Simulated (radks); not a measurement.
Results of a calculation; reference values are marked as such.
Ionisation of B3+, [He], to B4+, 1s1, under several functionals. Scalar-relativistic Kohn-Sham, spin-polarised, spherical densities, finite nucleus; open shells are filled with parallel spins first; a radial shooting solver on a logarithmic mesh with Libxc functionals.

| functional | E(B3+) (hartree) | Exc (hartree) | IE (eV) | -e(HOMO) (eV) | <r> HOMO (bohr) | IE error (eV) |
|---|---|---|---|---|---|---|
| XLYP | -22.04518 | -2.94740 | 259.72 | 232.16 | 0.3263 | +0.3 |
| exchange-only r2SCAN | -21.99791 | -2.90400 | 258.33 | 233.78 | 0.3252 | -1.0 |
| r2SCAN | -22.04024 | -2.94665 | 259.48 | 234.41 | 0.3252 | +0.1 |
| exchange-only PBE | -21.94267 | -2.84102 | 257.70 | 230.48 | 0.3267 | -1.7 |
| BP86 | -22.02980 | -2.93385 | 259.67 | 231.70 | 0.3257 | +0.3 |
| LDA (Slater exchange, Perdew-Zunger correlation) | -21.74840 | -2.62957 | 256.45 | 229.19 | 0.3285 | -2.9 |
| PBE | -21.98899 | -2.88837 | 258.80 | 231.38 | 0.3264 | -0.6 |
| OLYP | -22.03242 | -2.93633 | 259.52 | 231.84 | 0.3261 | +0.1 |

NIST Atomic Spectra Database: 259.37 eV (theoretical). Closest: r2SCAN. The Delta-SCF values span 3.27 eV, the total energies 0.30 hartree. The highest occupied level is 1s.
